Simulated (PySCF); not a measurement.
PySCF 2.14 output of an unrestricted LDA calculation on a single atom or ion in x2c-TZVPPall (5s3p2d1f, 31 functions), with the spin-free X2C one-electron Hamiltonian (Gaussian nucleus):

```
SCF conv_tol = 1e-09
number electrons alpha = 5  beta = 1
    P. A. M. Dirac.,  Math. Proc. Cambridge Philos. Soc. 26, 376 (1930)
    F. Bloch.,  Z. Phys. 57, 545 (1929)
    S. H. Vosko, L. Wilk, and M. Nusair.,  Can. J. Phys. 58, 1200 (1980)
cycle= 1 E= -37.3325645022195  delta_E= -0.00605  |g|= 0.0245  |ddm|= 0.157
cycle= 2 E= -37.3326143789255  delta_E= -4.99e-05  |g|= 0.0109  |ddm|= 0.023
cycle= 3 E= -37.3326783669837  delta_E= -6.4e-05  |g|= 0.00281  |ddm|= 0.0135
cycle= 4 E= -37.3326838790151  delta_E= -5.51e-06  |g|= 7.99e-06  |ddm|= 0.003
cycle= 5 E= -37.3326838790619  delta_E= -4.68e-11  |g|= 5.25e-07  |ddm|= 1.14e-05
converged SCF energy = -37.3326838790619  <S^2> = 6.0000133  2S+1 = 5.0000053
```

The run itself started from symmetry-adapted Hartree-Fock orbitals and held the occupation by maximum overlap, on a logarithmic radial grid, so the iterations belong to that start.

Task: Which element, charge and spin multiplicity is this?

Result: C (carbon, neutral), multiplicity 5; the state was [He] 2s1 2p3, high-spin 5S determinant (an excited configuration).
